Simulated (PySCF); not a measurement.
Simulated outer-valence photoelectron spectrum of `[GeH3][O]BBr`. Method: EOM-IP-CCSD/aug-cc-pVDZ in PySCF, restricted Hartree–Fock reference, frozen core, non-relativistic, gas phase, PBE0-D3(BJ)/def2-SVP geometry.

Each root has a Gaussian of 0.8 eV full width with its one-hole share as area; cross sections and vibrations are left out, and the highest printed point is 100.

ionisation energy (eV), intensity and a bar:
```
      9.6          0 
      9.8          2 #
     10.0          9 ###
     10.2         24 #######
     10.4         50 ###############
     10.6         80 ########################
     10.8        100 ##############################
     11.0         98 #############################
     11.2         76 #######################
     11.4         46 ##############
     11.6         26 ########
     11.8         24 #######
     12.0         35 ##########
     12.2         49 ###############
     12.4         58 #################
     12.6         59 ##################
     12.8         50 ###############
     13.0         35 ##########
     13.2         19 ######
     13.4         12 ###
     13.6         16 #####
     13.8         31 #########
     14.0         50 ###############
     14.2         64 ###################
     14.4         70 #####################
     14.6         68 ####################
     14.8         62 ###################
     15.0         54 ################
     15.2         41 ############
     15.4         25 #######
     15.6         11 ###
     15.8          4 #
     16.0          1 
     16.2          0
```

Where are the maxima, and how many lines lie under the curve?

3 maxima, at 10.9, 12.5 and 14.4 eV, from 8 lines. At this width some lines have no maximum of their own.

List the lines with their holes.

| E (eV) | leading hole (HF orbital) | area | Koopmans (eV) |
| --- | --- | --- | --- |
| 10.63 | HOMO | 0.96 | 11.24 |
| 10.90 | HOMO-1 | 0.96 | 11.54 |
| 11.11 | HOMO-2 | 0.95 | 12.23 |
| 12.25 | HOMO-3 | 0.94 | 13.10 |
| 12.76 | HOMO-4 | 0.95 | 13.40 |
| 14.10 | HOMO-5 | 0.93 | 15.69 |
| 14.52 | HOMO-6 | 0.94 | 15.81 |
| 15.06 | HOMO-7 | 0.93 | 16.81 |

The widest gap, 1.34 eV, lies between 12.76 and 14.10 eV. Only orbitals with −ε under 21 eV, eight at most, were ionised, so the high end of the curve may lack lines.

Shape of the structure used: `[GeH3:1][O:2][BH:3][Br:4]`: Ge1–O2–B3–Br4 1°.

One conformer stands for the species.
